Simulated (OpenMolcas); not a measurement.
Ti3+ (d1) in a complex was computed by CASSCF with the d shell active (OpenMolcas, ANO-RCC-VTZP on the metal). Its lowest spin-free states, and all those of the highest spin:

| 2S+1 | Degeneracy | E (cm-1) |
| --- | --- | --- |
| 2 | 1 | 0.0 |
| 2 | 2 | 317.7 |
| 2 | 2 | 8423 |

Is the site octahedral, tetrahedral or cube-like, axial, or of lower symmetry?

The states with 2S+1 = 2 have orbital degeneracies 1, 2, 2. There are pairs but no triples, so the site is axial: not cubic, but with a proper or improper axis of order three or more. The run had Ti3+ with 6 ligands (chloride) in trigonal prismatic coordination (D3h) at 2.43 Å, a polar angle of 45.7° against the regular 49.1°. A charge of +0.5 e stands 2.6 Å behind each ligand. Ligand basis ANO-RCC-VDZP.

Ligand-to-metal charge-transfer states are missing. With metal d orbitals alone and no dynamic correlation the field as a rule comes out too small, by tens of per cent, by up to half for chloride and softer ligands. No measured value stands beside these numbers; the geometry is a model, was not optimised and need not be the one that this ion takes.
